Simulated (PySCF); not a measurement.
## Fine-structure interval of As¹⁴⁺ by level of theory

As¹⁴⁺ [Ar] 3d1 [3d3/2^1, M_J = 3/2] → As¹⁴⁺ [Ar] 3d1 [3d5/2^1, M_J = 5/2], as a difference of total energies. Calculation: PySCF 2.14, in an even-tempered Gaussian basis (17 s from 1.2 bohr⁻², ratio 2.8; 12 p from 1.5 bohr⁻², ratio 2.8; 8 d from 1.5 bohr⁻², ratio 2.8; 4 f from 4.5 bohr⁻², ratio 3); the two-component X2C-1e Hamiltonian. Correlated levels: [Ne] frozen; the 76 highest virtual spinors dropped. "Screened" scales the spin-orbit matrix elements by Boettger's factors to mimic the two-electron term; Breit and QED terms are absent.

```json
{"method": "GHF (screened spin-orbit)", "fine-structure interval (cm⁻¹)": "9577.3"}
{"method": "GMP2 (screened spin-orbit)", "fine-structure interval (cm⁻¹)": "9346.0"}
{"method": "GHF (bare spin-orbit)", "fine-structure interval (cm⁻¹)": "13700"}
```
